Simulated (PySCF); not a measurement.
Br: ionisation energy

Br [Ar] 3d10 4s2 4p5 (2P) → Br⁺ [Ar] 3d10 4s2 4p4 (3P), as a difference of total energies. Computed with PySCF 2.14 in def2-QZVPPD (12s8p5d4f1g, 98 functions), with no relativity, point nucleus. Correlated levels: valence: [Ar] 3d10 frozen; valence and next inner shell: [Ne] frozen. The calculations carry no spin-orbit coupling.

```tsv
method	ionisation energy (eV)
UHF	10.749
LDA	12.103
PBE	11.821
PBE0	11.828
r2SCAN	11.888
LC-wPBE	11.904
wB97X-V	11.916
BHandHLYP	11.783
M06-2X	11.692
MP2 (valence)	11.686
SCS-MP2 (valence)	11.701
MP2 (valence and next inner shell)	11.767
SCS-MP2 (valence and next inner shell)	11.755
```

Task: How much does correlation contribute at MP2 (valence and next inner shell)?

Result: 11.767 − (10.749) = 1.018 eV, measured against UHF.

These non-relativistic numbers lack the scalar-relativistic shift.

Errors of the correlated levels include the incompleteness of this basis and the frozen core.

For comparison: 11.844 eV (measured; NIST levels, between the centres of gravity of the two terms).
